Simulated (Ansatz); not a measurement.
A structure relaxed at PBE-D4/def2-SVP in Ansatz, charge 0, doublet:

```tsv
atom	x (Å)	y (Å)	z (Å)
B1	-1.4411	0.7242	0.3708
B2	1.0442	-1.2242	0.3869
B3	0.9748	-0.0435	-0.6738
B4	-0.3078	-0.3877	0.5988
B5	-0.2701	0.9313	-0.6827
```

(1) Give its formula and point group.

(2) Summarise the bond lengths by kind (pairs closer than 1.2 times the sum of covalent radii, bridged metal pairs left out).

Results:

(1) B5. Point group C2v (tolerance 0.1 Å).

(2) 7 × B–B 1.58 to 1.84 Å.

The structure comes from a short search, and lower isomers may exist.
